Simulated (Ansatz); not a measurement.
Ideal-gas functions of ClH$_{4}$NOSSi, SMILES `N[Si](O)(S)Cl` at 600 K and 1 bar, from an Ansatz frequency run at PBE0-D4/def2-TZVP.

Molar mass 129.64 g/mol, point group C1 (symmetry number 1), electronic degeneracy 1, moments of inertia 174.96, 274.945, 310.817 u Å². Harmonic wavenumbers (cm⁻¹, unscaled): 119, 141, 205, 245, 269, 284, 293, 339, 354, 482, 563, 746, 826, 844, 866, 982, 1569, 2714, 3613, 3715, 3911.

Use S(trans) = R[1.5 ln M + 2.5 ln T − 1.1517]; rotational temperatures θ = 24.2544 K / I; S(rot) = R[ln(√π/σ · √(T³/θAθBθC)) + 1.5]; for each mode x = 1.438777 ν̃/T, S = R[x/(eˣ − 1) − ln(1 − e⁻ˣ)] and H = RT x/(eˣ − 1); 1 cm⁻¹ = 0.0119627 kJ/mol; R = 8.31446 J/(mol·K).

**Question.** By hand: the entropy, in J/(mol·K).

**Answer.** Translation 184.1. Rotation: θ = 0.1386, 0.0882, 0.078 K, giving 125.9. Vibration, mode by mode: 18.77, 17.37, 14.30, 12.86, 12.10, 11.67, 11.42, 10.26, 9.92, 7.56, 6.42, 4.51, 3.87, 3.74, 3.59, 2.88, 0.94, 0.09, 0.01, 0.01, 0.01, in all 152.3. Electronic 0.0. Sum 462.3 J/(mol·K).

**Question.** By hand: H − E and G − E in kJ/mol, counted from the electronic energy.

**Answer.** Zero-point energy ½ × 23080 × 0.0119627 = 138.0; thermal vibration 46.0; translation, rotation and pV give 4 RT = 20.0. H − E = 204.0 kJ/mol, and G − E = 204.0 − 600 × 462.3/1000 = -73.4 kJ/mol.

Vibration gives 33 % of the entropy, 36.1 J/(mol·K) of it from the modes under 150 cm⁻¹: soft modes count most, and the harmonic formula is weakest for them. The sum counts one conformer and one mirror image; others add a mixing term.
